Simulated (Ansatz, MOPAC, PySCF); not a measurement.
Complex: C2H2 (SMILES C#C) (first 4 atoms) with CH3F (SMILES CF); geometry from B3LYP-D3(BJ)/def2-TZVP, rigid monomers moved along the line of their centres of mass till H3···F6 is 3.10 Å.
(charge 0, multiplicity 1):
| atom | x (Å) | y (Å) | z (Å) |
|---|---|---|---|
| C | -0.1330 | -0.1057 | 0.1122 |
| C | 0.3573 | 0.3816 | -0.8658 |
| H | -0.5598 | -0.5337 | 0.9899 |
| H | 0.7874 | 0.8110 | -1.7375 |
| C | 0.6100 | -0.1998 | 4.5146 |
| F | -0.4966 | -0.9243 | 4.0666 |
| H | 1.0930 | 0.2627 | 3.6538 |
| H | 0.2632 | 0.5628 | 5.2117 |
| H | 1.2942 | -0.8877 | 5.0110 |

Interaction energies are E(AB) − E(A) − E(B) at the monomers' geometry in the complex; basis-set methods are counterpoise corrected. Rows marked so take none.

Rows in 6-31G* carry no dispersion term and start afresh at each structure (6-31G* with six Cartesian d functions). MP2/6-31G* freezes PySCF's default core. The state reached by AM1 isn't checked.

Codes used: Ansatz (Gaussian basis) for Hartree–Fock, density functionals and correlated methods; MOPAC for AM1 (differences of heats of formation); PySCF for 6-31G* rows, the dispersion terms. 

Task: One of these levels gives -5.4 kJ/mol for the interaction energy. Name it.
A. PBE-D3(BJ)/def2-TZVPPD
B. MP2/6-31G*
C. B3LYP/6-31G* (no counterpoise)
D. AM1

Result: A, PBE-D3(BJ)/def2-TZVPPD. The others give -1.4 (AM1), -6.8 (B3LYP/6-31G* (no counterpoise)), -4.1 (MP2/6-31G*)

Ansatz is a first-principles code.
